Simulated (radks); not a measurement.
Results of a calculation; reference values are marked as such.
Excited configurations of W III: one electron is placed in a higher orbital outside [Xe] 4f14 5d3. The ground configuration is [Xe] 4f14 5d4. Code: a radial shooting solver on a logarithmic mesh with Libxc functionals. Model: scalar-relativistic Kohn-Sham, r2SCAN, spin-polarised, spherical densities, finite nucleus; open shells are filled with parallel spins first (spin-orbit coupling, left out, can overturn this in heavy ions); meta-GGA in the generalised Kohn-Sham scheme; Fermi nuclear charge, rms radius 5.3658 fm. Excitation = E - E(ground); binding = E(ion) - E, where the ion is the core of charge +3; n* = 3/sqrt(2 binding) in atomic units, and the quantum defect is n - n*.

outer orbital  excitation (eV)  binding (eV)     n*  quantum defect  eigenvalue (eV)  <r> (bohr)
5f                      18.457         8.112  3.885           1.115           -6.347       5.358
6s                       1.510        25.059  2.211           3.789          -21.666       2.677
6p                       8.750        17.820  2.621           3.379          -15.061       3.333
6d                      16.012        10.557  3.406           2.594           -8.726       5.010
6f                      21.193         5.377  4.772           1.228           -4.432       9.465
7s                      15.020        11.549  3.256           3.744          -10.025       5.508
7p                      17.343         9.226  3.643           3.357           -7.961       6.567
7d                      20.246         6.323  4.401           2.599           -5.368       8.963
7f                      22.808         3.761  5.706           1.294           -3.179       14.59

The Delta-SCF ionisation energy is 26.569 eV (NIST Atomic Spectra Database: 26.0 eV, semi-empirical). Self-interaction in the functional shifts the binding energies and quantum defects, so they are the method's values and not measured ones. Open shells are spherical and high-spin; term and fine-structure splittings are not resolved. Spin-orbit splitting is averaged out at the scalar-relativistic level.
